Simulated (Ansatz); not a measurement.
Consider the cleavage of the Si–Si bond: `N[Si@@H]1C[Si@H]1[SiH3]` + `[SH][AlH][SH]` → `[SiH3][S][AlH][SH]` + `N[SiH]1C[SiH2]1`.

Computed with Ansatz on PBE0-D4/def2-TZVP structures; ΔE is electronic, products minus reactants. CCSD(T)/CBS is the MP2 limit (def2-TZVPP, def2-QZVPP) plus CCSD(T) − MP2 in def2-TZVPP, frozen cores. This one scheme is used for every species. DFT in def2-TZVPP. HSE06 is defined as in plane-wave codes. One conformer a species, not always the lowest.

CCSD(T)/CBS gives -46.9 kJ/mol.

**Question.** Another level gave -43.8 kJ/mol. Which?
A. BHLYP/def2-TZVPP
B. HSE06-D4/def2-TZVPP
C. revPBE/def2-TZVPP
D. CCSD(T)/def2-TZVPP

**Answer.** D. CCSD(T)/def2-TZVPP -43.8, revPBE -29.1, HSE06-D4 -39.8, BHLYP -48.2 kJ/mol.

Largest T1 diagnostic among the species: 0.013.

The D4 term adds −4.2 kJ/mol with B3LYP and −2.0 kJ/mol with PBE0; it sums over pairs of atoms, weighted by their polarisabilities, and B3LYP, whose exchange is more repulsive, gets the larger term. From PBE to PBE0 (25 % exact exchange), in def2-TZVPP and without D4, ΔE moves by −5.8 kJ/mol.

B3LYP here is the variant with VWN-RPA as its local correlation; programs differ in this.
